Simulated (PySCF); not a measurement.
**Cu: interval between two levels**

Cu [Ar] 3d10 4s1 [2S1/2, M_J = 1/2] → Cu [Ar] 3d10 4d1 [2D5/2, M_J = 5/2], as a difference of total energies. Computed with PySCF 2.14 in x2c-TZVPall-2c with one added diffuse shell each of s, p, d type (7s8p5d1f, 63 functions), with the two-component X2C-1e Hamiltonian. Correlated levels: [Ne] frozen; the 6 highest virtual spinors dropped. "Screened" scales the spin-orbit matrix elements by Boettger's factors to mimic the two-electron term; Breit and QED terms are absent.

```csv
method,interval between two levels (cm⁻¹),error (cm⁻¹)
GHF (spin-free),43005,-6937
GMP2 (spin-free),50028,+86
GHF (screened spin-orbit),43013,-6929
GMP2 (screened spin-orbit),50037,+95
```

Reference: 49942 cm⁻¹ (measured; NIST Handbook of Basic Atomic Spectroscopic Data (Sansonetti and Martin, J. Phys. Chem. Ref. Data 34, 1559 (2005))).

Errors of the correlated levels include the incompleteness of this basis and the frozen core.
